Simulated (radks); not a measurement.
Values are calculated unless marked as measured or tabulated.
Effect of the nuclear size on neutral bismuth, [Hg] 6p3. Level of theory: Dirac Kohn-Sham, relativistic LDA (MacDonald-Vosko exchange, VWN5 correlation), spin-unpolarised, spherical densities, finite nucleus; open shells fill j = l - 1/2 first; Fermi nuclear charge, rms radius 5.5211 fm (a radial shooting solver on a logarithmic mesh with Libxc functionals). The rms radius is varied about that value; shifts are against it.

rms radius (fm)  total energy shift (eV)  density at nucleus (e/bohr^3)  1s1/2 shift (meV)  2s1/2 shift (meV)  5p1/2 shift (meV)  6s1/2 shift (meV)  6p1/2 shift (meV)  6p3/2 shift (meV)  7s1/2 (empty) shift (meV)
4.4831                             -49.5                      3.206e+06             -19500              -3000              0.484              -4.27              0.385              0.468                     -0.359
5.3279                             -9.64                      2.968e+06              -3810               -584              0.093             -0.831              0.075              0.091                     -0.070
5.5211                                 0                      2.922e+06              0.000              0.000              0.000              0.000              0.000              0.000                      0.000
5.6923                              8.70                      2.882e+06               3430                527             -0.084              0.750             -0.068             -0.082                      0.063
6.4266                              47.7                       2.73e+06              18800               2890             -0.454               4.11             -0.371             -0.452                      0.345

Slopes of the eigenvalues against <r^2> in GHz/fm^2, as finite differences over the two radii next to the reference (eigenvalue slopes, not the field-shift constants of lines): 1s1/2 436000, 2s1/2 66900, 5p1/2 -10.6, 6s1/2 95.2, 6p1/2 -8.60, 6p3/2 -10.5, 7s1/2 (empty) 8.00.
